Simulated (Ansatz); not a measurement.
Compare A (`[SiH3][CH]1[S][GeH2]1`) with its isomer B (`C1[SiH2][GeH2][S]1`).

Program: Ansatz. Geometries: PBE0-D4/def2-TZVP. ΔE: electronic, gas phase. CCSD(T)/CBS is the MP2 limit (def2-TZVPP, def2-QZVPP) plus CCSD(T) − MP2 in def2-TZVPP, frozen cores. Functionals use def2-TZVPP. B3LYP here is the variant with VWN-RPA as its local correlation; programs differ in this. For Ge outer-core shells are correlated without core-valence functions, which leaves a few kJ/mol of doubt a bond. Scalar relativity is left out up to krypton.

Question: Which is lower in electronic energy at CCSD(T)/CBS, and by how much? (Best estimate.)

Answer: The calculation gave: B, by 63.4 kJ/mol.

Question: Give E(B) − E(A) in kJ/mol with HF/def2-TZVPP, B3LYP, B2PLYP, MP2/def2-TZVPP, CCSD(T)/def2-TZVPP, CCSD/def2-TZVPP, ωB97M-V. (Best estimate.)

Answer: Ansatz gave: HF/def2-TZVPP -70.2, B3LYP -71.8, B2PLYP -66.9, MP2/def2-TZVPP -58.5, CCSD(T)/def2-TZVPP -64.6, CCSD/def2-TZVPP -66.7, ωB97M-V -71.1. None reverses the order clearly.

Largest T1 diagnostic: 0.012.

In def2-TZVPP, CCSD(T) changes the Hartree–Fock value by +5.6 kJ/mol (the triples alone add +2.0 kJ/mol) and MP2 by +11.7 kJ/mol.
